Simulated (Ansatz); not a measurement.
CH6BFSSi (`C[SiH](F)BS`), relaxed with RKS PBE0-D4/def2-TZVP in Ansatz 0.2.0 from a PBE-D4/def2-SVP geometry. The force threshold is 0.005 eV/Å; the program also tests the step.

The species carries charge 0 and has multiplicity 1.

Start:

```xyz
11

C    -0.996    0.953   -0.679
Si    0.302    0.619    0.644
F     1.414    1.841    0.580
B     1.246   -1.147    0.437
S     0.521   -2.590   -0.301
H    -1.800    0.187   -0.652
H    -0.545    0.944   -1.693
H    -1.474    1.942   -0.520
H    -0.342    0.690    2.010
H     2.369   -1.348    0.852
H    -0.696   -2.091   -0.679
```

| step | energy (eV) | largest force (eV/Å) | largest move (Å) |
| --- | --- | --- | --- |
| 1 | -23233.9864 | 0.908 | 0.000 |
| 2 | -23234.0356 | 0.589 | 0.028 |
| 3 | -23234.0480 | 0.120 | 0.024 |
| 4 | -23234.0484 | 0.091 | 0.031 |
| 5 | -23234.0496 | 0.022 | 0.021 |
| 6 | -23234.0497 | 0.028 | 0.008 |
| 7 | -23234.0498 | 0.011 | 0.004 |
| 8 | -23234.0498 | 0.003 | 0.004 |
| 9 | -23234.0498 | 0.005 | 0.006 |
| 10 | -23234.0498 | 0.003 | 0.003 |

End:

```xyz
11

C    -0.985    0.945   -0.674
Si    0.298    0.619    0.638
F     1.372    1.819    0.588
B     1.247   -1.138    0.435
S     0.518   -2.562   -0.308
H    -1.798    0.216   -0.609
H    -0.557    0.892   -1.677
H    -1.423    1.937   -0.539
H    -0.346    0.673    1.983
H     2.352   -1.337    0.841
H    -0.677   -2.064   -0.678
```

Hardware: 4 threads of a server CPU on a shared host. Wall time 34 s, peak host memory 0.55 GiB.
